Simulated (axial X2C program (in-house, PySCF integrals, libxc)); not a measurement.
## Spin–orbit effects down a group: molecules with N (ions), PBE0

Calculated with an axial X2C code built on PySCF integrals, spin-free (one-electron X2C) or two-component (2c: spin–orbit coupling with atomic mean-field Coulomb and Gaunt terms, which also bring small scalar terms), in Dyall basis sets with cores contracted in-house; open shells are unrestricted.

Basis sets: Al dyall-av3z, B dyall-av3z, Ga dyall-acv3z, In dyall-acv3z, N dyall-av3z.

```csv
molecule,spin-free state,Re (Å),ωe (cm⁻¹),De (eV),2c state,Re 2c (Å),ωe 2c (cm⁻¹),De 2c (eV)
BN⁻,"M_S = 1/2, Λ = 0",1.273,1741.3,7.25,Ω = 1/2,1.273,1741.2,7.25
AlN⁻,"M_S = 1/2, Λ = 0",1.714,893.2,3.75,Ω = 1/2,1.714,893.2,3.75
GaN⁻,?,?,?,?,?,?,?,?
InN⁻,"M_S = 1/2, Λ = 1",2.047,541.1,2.50,Ω = 3/2,2.049,535.5,n/a
```

Task: Estimate the 2c Re and ωe of GaN⁻ as the mean of its neighbours in the table.

Result: Re ≈ 1.881 Å, ωe ≈ 714.4 cm⁻¹. The PBE0 runs give the row below, so the estimate misses by 0.143 Å and -58.8 cm⁻¹.

```json
{"molecule": "GaN⁻", "spin-free state": "M_S = 1/2, Λ = 0", "Re (Å)": "1.738", "ωe (cm⁻¹)": "773.2", "De (eV)": "3.31", "2c state": "Ω = 1/2", "Re 2c (Å)": "1.738", "ωe 2c (cm⁻¹)": "773.1", "De 2c (eV)": "n/a"}
```

Fragments in 2c: N + B-, Al- + N, Ga- + N, In- + N. Each entry is the lowest single determinant of a limited PBE0 search at one distance. De goes to single-determinant-based atoms at the same level (for ions the charge split of lowest energy) and is withheld (n/a) where an atom does not fit its ground term or J level. Main or longest-lived isotopes. One determinant is a doubtful description, or other states lie close, for AlN⁻, GaN⁻, InN⁻; these need not be ground states, and all values refer to the states named. Some light 2c atoms are not at their ground J level, so De misses part of their lowering (0.04 eV or less). The functionals have no current term, which raises determinants with orbital currents.
